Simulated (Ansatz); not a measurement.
Geometry optimisation, RKS BLYP/STO-3G (Ansatz).

The input (input.yaml):

```yaml
crystal:
  periodic: [false, false, false]
  atoms:
    - { symbol: B, position_ang: [0.0, 0.0, 0.0] }
    - { symbol: O, position_ang: [0.0, 0.0, 1.41] }
    - { symbol: H, position_ang: [-0.9095, -0.2814, 1.7471] }
    - { symbol: "N", position_ang: [1.3423, 0.0, -0.775] }
    - { symbol: H, position_ang: [1.8089, -0.9179, -1.0268] }
    - { symbol: H, position_ang: [1.7937, 0.9179, -1.0532] }
    - { symbol: C, position_ang: [-1.3856, 0.0, -0.8] }
    - { symbol: H, position_ang: [-1.9458, -0.9305, -0.5708] }
    - { symbol: H, position_ang: [-1.9898, 0.8797, -0.4946] }
    - { symbol: H, position_ang: [-1.1839, 0.0508, -1.8903] }
basis:
  gaussian: { orbitals: STO-3G }
hamiltonian:
  xc: blyp
relax:
  f_tol: 0.02
  max_steps: 40
```

Command:

```bash
$ ansatz run input.yaml --threads 1 --pin off --max-ram 2048MiB --backend cpu --events-out ev --progress --plain --runs-dir out
```

Problem. Where does it end, and by what steps?

Solution. The forces met the threshold. Limits of this set-up: minimal basis. After 10 steps the energy has fallen by 1.556 eV; H5 moved furthest, 1.17 Å.

| step | energy less start (eV) | largest force component (eV/Å) | accepted |
| --- | --- | --- | --- |
| 0 | 0.0000 | 2.095 | yes |
| 1 | -0.2763 | 1.937 | yes |
| 2 | -0.4798 | 1.254 | yes |
| 3 | -0.7449 | 1.204 | yes |
| 4 | -1.0208 | 1.488 | yes |
| 5 | -1.2576 | 1.078 | yes |
| 6 | -1.4662 | 0.521 | yes |
| 7 | -1.5522 | 0.211 | yes |
| 8 | -1.5554 | 0.201 | yes |
| 9 | -1.5558 | 0.096 | yes |
| 10 | -1.5561 | 0.019 | yes |

```xyz
10
Properties=species:S:1:pos:R:3
B 0.024 -0.121 -0.023
O 0.109 -0.448 1.337
H -0.860 -0.495 1.686
N 1.264 -0.001 -0.708
H 2.198 -0.139 -0.252
H 1.344 0.238 -1.722
C -1.366 0.122 -0.798
H -2.089 -0.702 -0.623
H -1.862 1.055 -0.457
H -1.231 0.210 -1.893
```

The run took 21 s on 1 thread of Arm Neoverse V1, with other jobs on the host, peak memory 0.14 GiB.
